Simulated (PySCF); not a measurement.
Question: What does the PBE0-D3(BJ)/def2-SVP structure of InChI=1S/C8H7Cl/c9-8-6-4-2-1-3-5-7-8/h1-7H/b2-1-,3-1?,4-2?,5-3-,6-4-,7-5?,8-6?,8-7+ look like in three dimensions?

Answer: 
```xyz
16
C8H7Cl angstrom
Cl     3.564    0.305    1.551
C      2.119    0.080    0.595
C      1.618   -1.155    0.450
C      0.460   -1.515   -0.374
C     -0.776   -0.996   -0.302
C     -1.249    0.051    0.611
C     -0.729    1.278    0.778
C      0.422    1.846    0.070
C      1.654    1.328   -0.026
H      2.160   -1.979    0.926
H      0.618   -2.355   -1.061
H     -1.548   -1.447   -0.938
H     -2.174   -0.183    1.152
H     -1.261    1.968    1.444
H      0.258    2.832   -0.382
H      2.431    1.903   -0.543
```

Orientation and origin are arbitrary. Atoms count from 1 in this order. Of the pairs four or more bonds apart, C2···C6 is among the closest relative to their van der Waals radii: 3.37 Å, 99 % of the sum of Bondi's values. The C–C distances run from 1.341 Å (C8=C9, drawn double) to 1.469 Å (C2–C9, drawn single), a spread of 0.128 Å. The 8-membered ring C2–C3–C4–C5–C6–C7–C8–C9 has internal angles of 125.6° to 128.2°; it is puckered, 0.39 Å rms from its mean plane, widest ring torsion 57°.

Bonds between heavy atoms (Å): Cl1–C2 1.748, C2=C3 1.341, C3–C4 1.466, C4=C5 1.343, C5–C6 1.467, C6=C7 1.343, C7–C8 1.467, C8=C9 1.341, C2–C9 1.469.

The calculation used PySCF, PBE0-D3(BJ)/def2-SVP geometry optimisation, gas phase.

Point group: C1 (no symmetry element, even within 0.4 Å). PBE0-D3(BJ)/def2-SVP frequencies: not computed here. The numbers are those of one conformer (C2–C3–C4–C5 -55°, C4–C5–C6–C7 55°, C6–C7–C8–C9 -55°, Cl1–C2–C9–C8 -127°).

Time: 65 s wall; peak memory 0.79 GiB. Hardware: one thread of an Arm Neoverse V1, on a shared host. These figures are those of the optimisation.
